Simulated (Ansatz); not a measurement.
Cost and result up the ladder for In3P2Cl3 (8 atoms). The state is a singlet with charge 0. Geometry: PBE-D4/def2-SVP.

Cartesian coordinates in Å:
```
In 2.346 0.696 0.597
In -0.636 -0.011 -2.450
In -1.718 1.622 1.314
P 1.490 -1.833 -1.034
P 0.138 -2.146 0.336
Cl 0.399 0.159 2.424
Cl 0.327 2.054 -0.812
Cl -2.346 -0.540 -0.375
```

Ansatz on 2 threads of AMD EPYC 7R13 on a shared host and a share (18 GiB) of an NVIDIA H100 80GB HBM3. Times are rough, and most runs start from the orbitals of an earlier one. No level here is sound enough to serve as a yardstick. Binding counts from free atoms at the same level (In doublet, P quartet, Cl doublet; other spins of the atoms weren't run), without zero-point energy or a counterpoise term.

In the def2 sets In takes a core potential; there is no spin–orbit coupling. Correlated methods freeze 37 core orbitals; core or outer-core shells of In are correlated, in sets that lack core-valence functions. The rows differ in basis, and correlated rows in double-zeta sets carry the largest basis error. Another isomer (singlet) lies 0.11 eV lower at PBE0-D4/def2-TZVP; other spin states weren't run for this one.

Run but left out: B2PLYP/def2-TZVP (restricted singlet, unstable in another Hartree–Fock run and untested here).

Correlated methods converge slowly with the basis, most of all in double-zeta sets.

| level | functions | wall time | binding energy per atom (eV) | remarks |
| --- | --- | --- | --- | --- |
| CCSD(T)/def2-SVP | 168 | 13 s | 2.26 | restricted SCF unstable |
| PBE-D4/def2-TZVP (with forces) | 335 | 15 s | 2.73 | restricted SCF unstable in HF |
| BLYP-D4/def2-TZVP | 335 | 15 s | 2.67 | restricted SCF unstable in HF |
| r2SCAN-D4/def2-TZVP | 335 | 15 s | 2.62 | restricted SCF unstable in HF |
| PBE0-D4/def2-TZVP | 335 | 16 s | 2.60 | restricted SCF unstable in HF |
